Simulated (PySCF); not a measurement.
4-fluoro-2,3-dihydrofuran (C₄H₅FO), SMILES FC1=COCC1.

Coordinates come from a PBE-D3(BJ)/def2-SVP optimisation. A frequency run showed that this geometry is not a minimum. Other conformers were not sampled.

These are TDA-B3LYP/def2-SVPD (PySCF) values and carry that method's errors.

Vertical excitations. The molecule is in vacuum. State labels are in the subgroup Cs.

```json
[
 {"state": "S1", "symmetry": "A\"", "energy (eV)": "5.40", "λ (nm)": "230", "f": "0.002", "main pairs": "HOMO→LUMO+1 99 %"},
 {"state": "S2", "symmetry": "A\"", "energy (eV)": "5.85", "λ (nm)": "212", "f": "0.002", "main pairs": "HOMO→LUMO+2 97 %"},
 {"state": "S3", "symmetry": "A'", "energy (eV)": "6.07", "λ (nm)": "204", "f": "0.144", "main pairs": "HOMO→LUMO 80 %, HOMO→LUMO+5 15 %"},
 {"state": "S4", "symmetry": "A\"", "energy (eV)": "6.38", "λ (nm)": "194", "f": "0.003", "main pairs": "HOMO→LUMO+3 95 %"},
 {"state": "S5", "symmetry": "A\"", "energy (eV)": "6.48", "λ (nm)": "191", "f": "0.003", "main pairs": "HOMO→LUMO+4 93 %"},
 {"state": "S6", "symmetry": "A\"", "energy (eV)": "6.87", "λ (nm)": "180", "f": "0.018", "main pairs": "HOMO→LUMO+6 95 %"},
 {"state": "S7", "symmetry": "A'", "energy (eV)": "7.17", "λ (nm)": "173", "f": "0.073", "main pairs": "HOMO→LUMO+5 82 %"},
 {"state": "S8", "symmetry": "A\"", "energy (eV)": "7.71", "λ (nm)": "161", "f": "0.010", "main pairs": "HOMO→LUMO+7 99 %"},
 {"state": "S9", "symmetry": "A'", "energy (eV)": "8.27", "λ (nm)": "150", "f": "0.016", "main pairs": "HOMO→LUMO+8 99 %"},
 {"state": "S10", "symmetry": "A'", "energy (eV)": "8.41", "λ (nm)": "147", "f": "0.016", "main pairs": "HOMO→LUMO+9 98 %"},
 {"state": "T1", "symmetry": "A'", "energy (eV)": "3.81", "λ (nm)": "325", "f": "0", "main pairs": "HOMO→LUMO 92 %"},
 {"state": "T2", "symmetry": "A\"", "energy (eV)": "5.32", "λ (nm)": "233", "f": "0", "main pairs": "HOMO→LUMO+1 97 %"},
 {"state": "T3", "symmetry": "A\"", "energy (eV)": "5.58", "λ (nm)": "222", "f": "0", "main pairs": "HOMO→LUMO+2 87 %"},
 {"state": "T4", "symmetry": "A\"", "energy (eV)": "6.22", "λ (nm)": "199", "f": "0", "main pairs": "HOMO→LUMO+4 57 %, HOMO→LUMO+3 33 %"}
]
```
Triplets are in the Tamm–Dancoff approximation.
